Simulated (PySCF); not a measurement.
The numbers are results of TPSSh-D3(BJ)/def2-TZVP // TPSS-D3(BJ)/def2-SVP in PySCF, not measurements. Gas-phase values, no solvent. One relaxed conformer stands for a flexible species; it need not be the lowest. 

Reference species: [Ti(OH)3(NH2)] (neutral, multiplicity 1).

The coordination number is 4. The mean distance from the central atom to its bonded neighbours is 1.831 Å.

Changed species: [Ti(OH)4] (0 of 4 OH replaced by NH2; the reference has 1 of 4 OH replaced by NH2).

Task: Predict the effect on the coordination number and mean distance from the central atom to its bonded neighbours.

Result: the coordination number is nearly the same; the mean distance from the central atom to its bonded neighbours falls by 0.023 Å, to 1.808 Å.
